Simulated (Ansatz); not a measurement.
Harmonic frequencies (cm⁻¹) at PBE0-D4/def2-TZVP from Ansatz: 163, 168, 178, 187, 235, 273, 346, 556, 561, 600, 644, 697, 746, 1038, 1218, 1412, 1419, 3038, 3129, 3147, 3890.

Each molecule was computed in one conformer, which needn't be the lowest.

Q: Which molecule is it?
A. `C[O][W]([F])(=[S])=[S]`
B. `[OH][W]([Cl])([Cl])([Cl])([Cl])[Cl]`
C. `[CH3][W](=[O])([OH])=[S]`
D. `[NH]=[W](=[NH])([NH2])[F]`

A: C.
